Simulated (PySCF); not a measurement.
B₂FH₂N, B₂H₄NSi, AlB₂H₄N (calculated)

Computed with PySCF 2.14.0. Calculation on a computer-drawn molecule: the log of a Hartree-Fock and frozen-core CCSD(T) single point meant for a local Hartree-Fock minimum, with one planted fault or none, to be diagnosed. Offsets are logged minus clean, where the clean run is the same molecule without the fault. The reference is restricted for singlets and unrestricted otherwise, and also for a bond in bohr or an excited solution. Adding or removing an electron swaps singlet and doublet. The excited solution moves the top pair (singlet) or top alpha electron (doublet) to the lowest empty orbital. Highest occupied and lowest empty are orbital energies over both spins, largest force is the largest gradient component, triples share is (T) over the correlation energy, the T1 limit is 0.02 restricted and 0.045 unrestricted, electrons count all cores, a negative frequency is imaginary (commonest isotopes), and the dipole is about the centre of nuclear charge.

Common to all runs: meant multiplicity 1; logged SCF converged yes; logged CC converged yes; logged SCF stable within its kind yes; possible faults no fault, one electron removed, one electron added, multiplicity raised by two, geometry at a saddle point, SCF held on an excited solution, minimal basis STO-3G, one bond length entered in bohr, all coordinates scaled.

```json
{"entry": 1, "formula": "B2FH2N", "logged_structure": {"atoms_angstrom": [["B", 0.279, -0.7322, 2.7929], ["N", -0.9957, -1.2519, 2.5055], ["B", -2.1186, -1.712, 2.251], ["F", -3.2838, -2.1893, 1.9876], ["H", 0.9554, -0.2754, 1.9105], ["H", 0.6932, -0.7442, 3.9211]]}, "given": {"meant_charge": 0, "meant_basis": "cc-pVDZ", "logged_electrons": 28, "logged_basis_functions": 22, "logged_spin_squared": 0.0, "logged_highest_occupied [eV]": -8.4299, "logged_lowest_empty [eV]": 6.5259, "logged_largest_force [hartree/bohr]": 0.030657, "logged_T1_diagnostic": 0.017204, "logged_D1_diagnostic": 0.048868, "logged_triples_share": 0.050753, "logged_dipole_magnitude [debye]": 1.4082, "logged_energy_HF [hartree]": -201.76459, "logged_energy_CCSD(T) [hartree]": -201.96443, "drawn_bonds_atom": [1, 2, 3, 1, 1], "drawn_bonds_other_atom": [2, 3, 4, 5, 6], "drawn_bonds_order": [1, 2, 1, 1, 1]}, "results": {"planted_fault": "minimal basis STO-3G", "HF_energy_offset_from_clean_run [kcal/mol]": 1721, "CCSD(T)_energy_offset_from_clean_run [kcal/mol]": 1932}}
{"entry": 2, "formula": "B2H4NSi", "logged_structure": {"atoms_angstrom": [["B", -0.7536, 0.5677, -0.3324], ["N", -0.408, -0.2966, -1.4254], ["B", -0.1123, -1.0373, -2.3627], ["Si", 0.3575, -2.2134, -3.8511], ["H", -0.8351, 1.7367, -0.5467], ["H", -0.9419, 0.0732, 0.735], ["H", -0.6789, -2.801, -4.698], ["H", 1.7542, -2.5276, -4.1459]]}, "given": {"meant_charge": 1, "meant_basis": "cc-pV(D+d)Z", "logged_electrons": 33, "logged_basis_functions": 85, "logged_spin_squared": 0.7641, "logged_highest_occupied [eV]": -22.963, "logged_lowest_empty [eV]": -13.177, "logged_largest_force [hartree/bohr]": 0.079679, "logged_T1_diagnostic": 0.055428, "logged_D1_diagnostic": 0.30156, "logged_triples_share": 0.034466, "logged_dipole_magnitude [debye]": 3.0956, "logged_energy_HF [hartree]": -394.28755, "logged_energy_CCSD(T) [hartree]": -394.69933, "drawn_bonds_atom": [1, 2, 3, 1, 1, 4, 4], "drawn_bonds_other_atom": [2, 3, 4, 5, 6, 7, 8], "drawn_bonds_order": [1, 2, 1, 1, 1, 1, 1]}, "results": {"planted_fault": "one electron removed", "HF_energy_offset_from_clean_run [kcal/mol]": 323.4, "CCSD(T)_energy_offset_from_clean_run [kcal/mol]": 349.3}, "notes": ["T1 above single-reference limit"]}
{"entry": 3, "formula": "B2H4NSi", "logged_structure": {"atoms_angstrom": [["B", -0.7536, 0.5677, -0.3324], ["N", -0.408, -0.2966, -1.4254], ["B", -0.1123, -1.0373, -2.3627], ["Si", 0.3575, -2.2134, -3.8511], ["H", -0.8351, 1.7367, -0.5467], ["H", -0.9419, 0.0732, 0.735], ["H", -0.6789, -2.801, -4.698], ["H", 1.7542, -2.5276, -4.1459]]}, "given": {"meant_charge": 1, "meant_basis": "cc-pV(D+d)Z", "logged_electrons": 34, "logged_basis_functions": 85, "logged_spin_squared": 0.0, "logged_highest_occupied [eV]": -15.332, "logged_lowest_empty [eV]": -6.6158, "logged_largest_force [hartree/bohr]": 9.3874e-06, "logged_lowest_frequency [cm^-1]": 118.74, "logged_T1_diagnostic": 0.021967, "logged_D1_diagnostic": 0.073587, "logged_triples_share": 0.038115, "logged_dipole_magnitude [debye]": 6.8006, "logged_energy_HF [hartree]": -394.80296, "logged_energy_CCSD(T) [hartree]": -395.256, "drawn_bonds_atom": [1, 2, 3, 1, 1, 4, 4], "drawn_bonds_other_atom": [2, 3, 4, 5, 6, 7, 8], "drawn_bonds_order": [1, 2, 1, 1, 1, 1, 1]}, "results": {"planted_fault": null}, "notes": ["T1 above single-reference limit"]}
{"entry": 4, "formula": "AlB2H4N", "logged_structure": {"atoms_angstrom": [["B", -2.9853, -2.0455, -2.6038], ["N", -2.2027, -2.034, -1.4368], ["B", -1.5068, -2.0238, -0.3988], ["Al", -0.3237, -2.0059, 1.3641], ["H", -2.5214, -2.4501, -3.6371], ["H", -4.121, -1.6506, -2.5722], ["H", 0.5372, -0.73, 1.6976], ["H", -0.3292, -3.2686, 2.3053]]}, "given": {"meant_charge": 0, "meant_basis": "cc-pV(D+d)Z", "logged_electrons": 34, "logged_basis_functions": 85, "logged_spin_squared": 0.0, "logged_highest_occupied [eV]": -10.386, "logged_lowest_empty [eV]": 0.32484, "logged_largest_force [hartree/bohr]": 2.0769e-05, "logged_lowest_frequency [cm^-1]": 114.21, "logged_T1_diagnostic": 0.015905, "logged_D1_diagnostic": 0.045023, "logged_triples_share": 0.034567, "logged_dipole_magnitude [debye]": 2.1676, "logged_energy_HF [hartree]": -348.09417, "logged_energy_CCSD(T) [hartree]": -348.53131, "drawn_bonds_atom": [1, 2, 3, 1, 1, 4, 4], "drawn_bonds_other_atom": [2, 3, 4, 5, 6, 7, 8], "drawn_bonds_order": [1, 2, 1, 1, 1, 1, 1]}, "results": {"planted_fault": null}}
```

To be estimated
1. B₂H₄NSi (entry 3): planted fault?
2. Which fault was planted in the run of AlB₂H₄N (entry 4)?

## Answers
1. no fault
2. no fault

Further results for B₂H₄NSi (entry 3):

| Property | Result |
| --- | --- |
| HF energy offset from clean run | 0 kcal/mol |
| CCSD(T) energy offset from clean run | 0 kcal/mol |

Further results for AlB₂H₄N (entry 4):

| Item | Value |
| --- | --- |
| HF energy offset from clean run | 0 kcal/mol |
| CCSD(T) energy offset from clean run | 0 kcal/mol |
